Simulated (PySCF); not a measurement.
BBrH4N2.
SMILES: `BrB(N)N`

Theory: PySCF, PBE0-D3(BJ)/def2-SVP geometry optimisation, gas phase.

Masses are those of the commonest isotopes; rigid-rotor values at the optimised geometry. 

Task: What are A, B and C (MHz)?

Result: Ia = 56.37, Ib = 174.80, Ic = 231.17 u·Å²; 505379 MHz·u·Å²/I gives A = 8965, B = 2891, C = 2186 MHz.

Task: What kind of rotor is it?

Result: An asymmetric top; Ray's κ = -0.792.

Task: What does the inertial defect say?

Result: Planar: Δ = Ic − Ia − Ib = 0.00 u·Å². For a rigid frame Δ = −2 Σ m c², so it vanishes when all atoms lie in the ab plane; here none is more than 0.01 Å from it.

Task: Give the coordinates in the principal-axis frame, origin at the centre of mass.

Result: The sense of each axis is arbitrary; atoms in the order of the calculation.
```tsv
atom	mass (u)	a (Å)	b (Å)	c (Å)
N1	14.003	1.733	1.249	-0.001
B2	11.009	1.089	0.000	0.000
N3	14.003	1.735	-1.248	0.000
Br4	78.918	-0.868	0.000	0.000
H5	1.008	1.217	2.116	0.002
H6	1.008	2.737	1.358	0.007
H7	1.008	1.219	-2.115	0.000
H8	1.008	2.739	-1.356	-0.005
```

Task: Where do the levels up to J = 4 lie, in MHz?

Result: Above 0(0,0):
J = 1: 1(0,1) 5077, 1(1,1) 11151, 1(1,0) 11856
J = 2: 2(0,2) 15174, 2(1,2) 20601, 2(1,1) 22716, 2(2,1) 40938, 2(2,0) 40996
J = 3: 3(0,3) 30177, 3(1,3) 34741, 3(1,2) 38968, 3(2,2) 56170, 3(2,1) 56457, 3(3,1) 88337, 3(3,0) 88340
J = 4: 4(0,4) 49930, 4(1,4) 53533, 4(1,3) 60563, 4(2,3) 76435, 4(2,2) 77278, 4(3,2) 108754, 4(3,1) 108775, 4(4,1) 153642, 4(4,0) 153642

Task: Predict some low-J microwave lines.

Result: The dipole components are |μa| = 3.21 D, |μb| = 0.00 D, |μc| = 0.00 D; the symmetry axis of this C2v structure is a, so μb and μc vanish by symmetry and there are no b-type or c-type lines. Some lines, for components of 0.1 D or more:

```
type  branch         J(Ka,Kc)    MHz  lower level (cm⁻¹)
   a       Q  1(1,0) ← 1(1,1)    705               0.372
   a       Q  5(2,3) ← 5(2,4)   1898               3.392
   a       Q  2(1,1) ← 2(1,2)   2115               0.687
   a       Q  3(1,2) ← 3(1,3)   4227               1.159
   a       R  1(0,1) ← 0(0,0)   5077               0.000
   a       R  2(1,2) ← 1(1,1)   9450               0.372
   a       Q  5(1,4) ← 5(1,5)  10493               2.566
   a       R  3(0,3) ← 2(0,2)  15003               0.506
   a       R  3(2,2) ← 2(2,1)  15232               1.366
   a       R  3(2,1) ← 2(2,0)  15461               1.367
   a       R  4(2,3) ← 3(2,2)  20264               1.874
   a       R  4(2,2) ← 3(2,1)  20821               1.883
   a       R  5(1,5) ← 4(1,4)  23400               1.786
   a       R  5(4,2) ← 4(4,1)  25515               5.125
   a       R  5(1,4) ← 4(1,3)  26864               2.020
```

Task: Estimate the classical rotational partition function at 25 K, 50 K and 500 K.

Result: Point group C2v, symmetry number σ = 2; q = (√π/σ)·√((kT/h)³/(ABC)), k/h = 20836.6 MHz/K: 1400 at 25 K, 3960 at 50 K, 125000 at 500 K.

Not checked by PBE0-D3(BJ)/def2-SVP frequencies. No vibrational averaging or centrifugal distortion is included, and the geometry carries the error of its method. Quadrupole hyperfine structure (11B, 14N, 79Br) is left out.

Shape of the structure used: `[NH2:1][B:2]([NH2:3])[Br:4]`: H–N1–B2–N3 180°, H–N1–B2–N3 -1°, H–N3–B2–N1 180°, H–N3–B2–N1 0°.
